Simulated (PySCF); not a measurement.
C₃H₅BFN, SMILES NB1C=C[C@@H]1F.

The structure is a stationary point at B3LYP-D3(BJ)/def2-SVP. The structure was generated by enumeration; whether it is a known compound was not checked. Other conformers were not sampled.

Two levels are set side by side: PBE/def2-TZVP (PySCF) and M06-2X/def2-TZVP (PySCF). Same geometry, gas phase. Differences are taken from unrounded values.

```
quantity                     M06-2X    PBE  PBE minus M06-2X
---------------------------  ------  -----  ----------------
orbital gap (eV)               9.21   4.69             -4.52
highest occupied level (eV)   -8.91  -6.29              2.62
lowest empty level (eV)        0.30  -1.60             -1.90
dipole moment (D)              2.31   2.23             -0.08
mean polarisability (bohr³)    54.1   57.0               2.8
```

Without exact exchange PBE keeps part of each electron's self-repulsion, which lifts occupied levels and narrows the gap. Loosely held outer electrons make PBE densities more polarisable. Differences between two approximate levels are no errors against the true value.

Rough cost on one machine, each run with all the roots and properties that it gave: M06-2X against PBE about 3 times.
